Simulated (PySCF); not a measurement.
A structure optimised at B3LYP-D3(BJ)/def2-TZVP, used in a PySCF frequency run:

```
Al
O 1 1.5973
F 1 1.6364 2 180.00
```

Task: Write its SMILES, formula and point group.

Result: [O]=[Al][F], AlFO, C∞v

Task: What are its rotational constants (standard atomic weights)?

Result: 5.5413 GHz (linear rotor, B only)
